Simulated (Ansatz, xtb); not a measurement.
# Relative energy of two isomers of C5H6OS

Structure a: `O[C@@H]1C=CC=C1S`, a singlet. Structure b: `OC1=CCC(S)=C1`, a singlet. Both are isolated molecules in the gas phase, relaxed with B3LYP-D3(BJ)/def2-SVP; the shapes shown needn't be the lowest conformers.

a (Å):

```xyz
13

C    -1.4618    0.2394    1.3345
C    -2.2788    1.3770    0.7681
C    -2.9427    0.9481   -0.3238
C    -2.6718   -0.4844   -0.5489
C    -1.8336   -0.9202    0.4171
O    -1.7147    0.0066    2.6998
S    -1.1671   -2.5138    0.7672
H    -1.4719   -0.9140    2.8824
H    -0.3846    0.4787    1.1606
H    -2.2635    2.3823    1.1879
H    -3.5822    1.5532   -0.9690
H    -3.0937   -1.0801   -1.3598
H    -2.2130   -3.2445    0.3183
```

b (Å):

```json
{"atom": "C", "x (Å)": "-2.7296", "y (Å)": "-0.0496", "z (Å)": "1.7282"}
{"atom": "C", "x (Å)": "-3.5850", "y (Å)": "-0.0180", "z (Å)": "0.6783"}
{"atom": "C", "x (Å)": "-2.7836", "y (Å)": "-0.1646", "z (Å)": "-0.5872"}
{"atom": "C", "x (Å)": "-1.3573", "y (Å)": "-0.2831", "z (Å)": "-0.0971"}
{"atom": "C", "x (Å)": "-1.3451", "y (Å)": "-0.2132", "z (Å)": "1.2566"}
{"atom": "O", "x (Å)": "-3.0722", "y (Å)": "0.0535", "z (Å)": "3.0343"}
{"atom": "S", "x (Å)": "-0.0410", "y (Å)": "-0.4755", "z (Å)": "-1.2447"}
{"atom": "H", "x (Å)": "-2.2789", "y (Å)": "-0.0013", "z (Å)": "3.5804"}
{"atom": "H", "x (Å)": "-4.6660", "y (Å)": "0.0934", "z (Å)": "0.7261"}
{"atom": "H", "x (Å)": "-3.0688", "y (Å)": "-1.0566", "z (Å)": "-1.1753"}
{"atom": "H", "x (Å)": "-2.8914", "y (Å)": "0.7013", "z (Å)": "-1.2666"}
{"atom": "H", "x (Å)": "0.9593", "y (Å)": "-0.5281", "z (Å)": "-0.3357"}
{"atom": "H", "x (Å)": "-0.4678", "y (Å)": "-0.2673", "z (Å)": "1.9053"}
```

Problem. Estimate which is lower in electronic energy at CCSD(T)/def2-SVP + ΔMP2/def2-TZVPP, and by roughly how much.

Solution. The CCSD(T)/def2-SVP + ΔMP2/def2-TZVPP calculation puts structure b lower, by 6.8 kcal/mol.

Level by level:

```tsv
level	geometry	E(b) − E(a) (kcal/mol)	departure from the last row (kcal/mol)	job, with rough time for the two
B3LYP-D3(BJ)/def2-SVP	B3LYP-D3(BJ)/def2-SVP	−9.6	−2.8	optimisation, 88 s
HF/def2-SVP	B3LYP-D3(BJ)/def2-SVP	−8.0	−1.2	part of the CCSD(T) run
MP2/def2-SVP	B3LYP-D3(BJ)/def2-SVP	−8.5	−1.6	part of the CCSD(T) run
CCSD(T)/def2-SVP	B3LYP-D3(BJ)/def2-SVP	−7.4	−0.5	single point
CCSD(T)/def2-SVP + ΔMP2/def2-TZVPP	B3LYP-D3(BJ)/def2-SVP	−6.8		single point, 2.3 min
```

As drawn, both hold the same kinds of bond in the same numbers.

None of the levels shown reverses the order. The largest departure from CCSD(T)/def2-SVP + ΔMP2/def2-TZVPP is that of B3LYP-D3(BJ)/def2-SVP, 2.8 kcal/mol. Levels run at GFN2-xTB geometries aren't shown. The last row adds to CCSD(T) the change of the MP2 difference between the two basis sets, here +0.5 kcal/mol.

With thermal terms from frequencies at re-optimised GFN2-xTB minima (ideal gas, soft modes damped towards free rotors, one conformer each, 298.15 K, 1 atm): the zero-point term adds +0.1 kcal/mol; ΔH is −6.7 and ΔG −6.5 kcal/mol.

The correlated steps freeze 11 core orbitals. Mirror images aren't counted in ΔG. Run with Ansatz 0.2.0, xtb 6.7.1; the last row on 2 threads of Arm Neoverse V1 on a shared host.
